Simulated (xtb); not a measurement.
H3Al, charge +1, quartet, geometry from GFN2-xTB of the parent state (such geometries of metal compounds can be far from the true shape) (a state made from the parent by changing its charge; the spin is typed, not shown lowest); xtb with GFN2-xTB.

Input for xtb:
```
$ xtb mol.xyz --gfn 2 --chrg 1 --uhf 3 --json

# file mol.xyz
4

Al    -0.00000000    -0.00000000    -0.00000000
H      0.64279377    -0.45514932     1.33855567
H     -0.27575805     1.50677855    -0.25622634
H     -0.36703572    -1.05162922    -1.08232933
```

Question: Write the output that xtb gives for this input, abridged.

Answer: 
```
   ID    Z sym.   atoms
    1   13 Al     1
    2    1 H      2-4

           -------------------------------------------------
          |                Calculation Setup                |
           -------------------------------------------------

           -------------------------------------------------
          |                 G F N 2 - x T B                 |
           -------------------------------------------------

          ...................................................
          :                      SETUP                      :
          :.................................................:
          :  # basis functions                  13          :
          :  # atomic orbitals                  12          :
          :  # shells                            6          :
          :  # electrons                         5          :
          :  max. iterations                   250          :
          :  Hamiltonian                  GFN2-xTB          :
          :  restarted?                      false          :
          :  GBSA solvation                  false          :
          :  PC potential                    false          :
          :  electronic temp.          300.0000000     K    :
          :  accuracy                    1.0000000          :
          :  -> integral cutoff          0.2500000E+02      :
          :  -> integral neglect         0.1000000E-07      :
          :  -> SCF convergence          0.1000000E-05 Eh   :
          :  -> wf. convergence          0.1000000E-03 e    :
          :  Broyden damping             0.4000000          :
          :  net charge                          1          :
          :  unpaired electrons                  3          :
          ...................................................

 iter      E             dE          RMSdq      gap      omega  full diag
   1     -1.8371158 -0.183712E+01  0.734E+00    0.31       0.0  T
   2     -1.8524733 -0.153575E-01  0.275E+00    0.06       1.0  T
   3     -1.8625901 -0.101168E-01  0.104E+01    0.07       1.0  T
   4     -1.8512877  0.113024E-01  0.381E+00    0.10       1.0  T
   5     -1.8516360 -0.348391E-03  0.288E+00    0.56       1.0  T
   6     -1.8492621  0.237397E-02  0.517E+00    0.79       1.0  T
   7     -1.8434424  0.581964E-02  0.803E+00    1.84       1.0  T
   8     -1.8344443  0.899814E-02  0.973E+00    2.32       1.0  T
   9     -1.8505457 -0.161014E-01  0.487E+00    1.17       1.0  T
  10     -1.8583506 -0.780483E-02  0.987E+00    0.03       1.0  T
  11     -1.8595391 -0.118852E-02  0.132E+01    0.26       1.0  T
  12     -1.8613994 -0.186033E-02  0.106E+01    0.39       1.0  T
  13     -1.8611147  0.284717E-03  0.778E+00    0.35       1.0  T
  14     -1.8609552  0.159508E-03  0.709E+00    0.32       1.0  T
  15     -1.8608329  0.122267E-03  0.745E+00    0.34       1.0  T
  16     -1.8610331 -0.200148E-03  0.701E+00    0.32       1.0  T
  17     -1.8618629 -0.829851E-03  0.553E+00    0.29       1.0  T
  18     -1.8632542 -0.139124E-02  0.308E+00    0.23       1.0  T
  19     -1.8641111 -0.856986E-03  0.957E-01    0.20       1.0  T
  20     -1.8643473 -0.236140E-03  0.338E-01    0.20       1.0  T
  21     -1.8644519 -0.104590E-03  0.167E-01    0.23       1.0  T
  22     -1.8644604 -0.853340E-05  0.253E-01    0.25       1.0  T
  23     -1.8644771 -0.167388E-04  0.123E-01    0.24       1.0  T
  24     -1.8644772 -0.719514E-07  0.278E-02    0.24       1.8  T
  25     -1.8644778 -0.609572E-06  0.588E-03    0.24       8.5  T
  26     -1.8644778  0.255750E-07  0.165E-02    0.24       3.0  T
  27     -1.8644778 -0.467620E-07  0.800E-03    0.24       6.2  T
  28     -1.8644779 -0.287249E-08  0.995E-04    0.24      50.3  T
  29     -1.8644779 -0.258050E-09  0.128E-04    0.24     391.7  T

   *** convergence criteria satisfied after 29 iterations ***

         :::::::::::::::::::::::::::::::::::::::::::::::::::::
         ::                     SUMMARY                     ::
         :::::::::::::::::::::::::::::::::::::::::::::::::::::
         :: total energy              -1.846136369387 Eh    ::
         :: gradient norm              0.045419708292 Eh/a0 ::
         :: HOMO-LUMO gap              0.239579904575 eV    ::
         ::.................................................::
         :: SCC energy                -1.864477827738 Eh    ::
         :: -> isotropic ES            0.127919274544 Eh    ::
         :: -> anisotropic ES         -0.001349871905 Eh    ::
         :: -> anisotropic XC         -0.000589252574 Eh    ::
         :: -> dispersion             -0.000312266419 Eh    ::
         :: repulsion energy           0.018341458350 Eh    ::
         :: add. restraining           0.000000000000 Eh    ::
         :: total charge               1.000000000000 e     ::
         :::::::::::::::::::::::::::::::::::::::::::::::::::::

           -------------------------------------------------
          |                Property Printout                |
           -------------------------------------------------

    * Orbital Energies and Occupations

         #    Occupation            Energy/Eh            Energy/eV
      -------------------------------------------------------------
         1        2.0000           -0.7687219             -20.9180
         2        1.0000           -0.6829408             -18.5838
         3        1.0000           -0.6829408             -18.5838
         4        0.9904           -0.4977896             -13.5455 (HOMO)
         5        0.0096           -0.4889852             -13.3060 (LUMO)
         6                         -0.4541339             -12.3576
         7                         -0.4541339             -12.3576
         8                         -0.4232700             -11.5178
         9                         -0.4232700             -11.5178
        10                          0.3189395               8.6788
        11                          0.6145044              16.7215
        12                          0.6145044              16.7215
      -------------------------------------------------------------
                  HL-Gap            0.0088044 Eh            0.2396 eV
             Fermi-level           -0.6096094 Eh          -16.5883 eV

     #   Z          covCN         q      C6AA      α(0)
     1  13 Al       2.640     0.398    93.242    19.718
     2   1 H        0.880     0.201     1.100     1.642
     3   1 H        0.880     0.201     1.100     1.642
     4   1 H        0.880     0.201     1.100     1.642

 Mol. C6AA /au·bohr⁶  :        161.498985
 Mol. C8AA /au·bohr⁸  :      11042.387641
 Mol. α(0) /au        :         24.644213

Wiberg/Mayer (AO) data.
largest (>0.10) Wiberg bond orders for each atom

 ---------------------------------------------------------------------------
     #   Z sym  total        # sym  WBO       # sym  WBO       # sym  WBO
 ---------------------------------------------------------------------------
     1  13 Al   1.858 --     4 H    0.619     2 H    0.619     3 H    0.619
     2   1 H    0.720 --     1 Al   0.619
     3   1 H    0.720 --     1 Al   0.619
     4   1 H    0.720 --     1 Al   0.619
 ---------------------------------------------------------------------------

Topologies differ in total number of bonds
Writing topology from bond orders to xtbtopo.mol

molecular dipole:
                 x           y           z       tot (Debye)
 q only:       -0.000       0.000      -0.000
   full:        0.000       0.000      -0.000       0.000
molecular quadrupole (traceless):
                xx          xy          yy          xz          yz          zz
 q only:       -1.921      -0.346       1.259       1.427       0.154       0.663
  q+dip:       -2.387      -0.430       1.564       1.773       0.191       0.823
   full:       -3.767      -0.679       2.468       2.798       0.301       1.299

           -------------------------------------------------
          | TOTAL ENERGY               -1.846136369387 Eh   |
          | GRADIENT NORM               0.045419708292 Eh/α |
          | HOMO-LUMO GAP               0.239579904575 eV   |
           -------------------------------------------------

normal termination of xtb
```
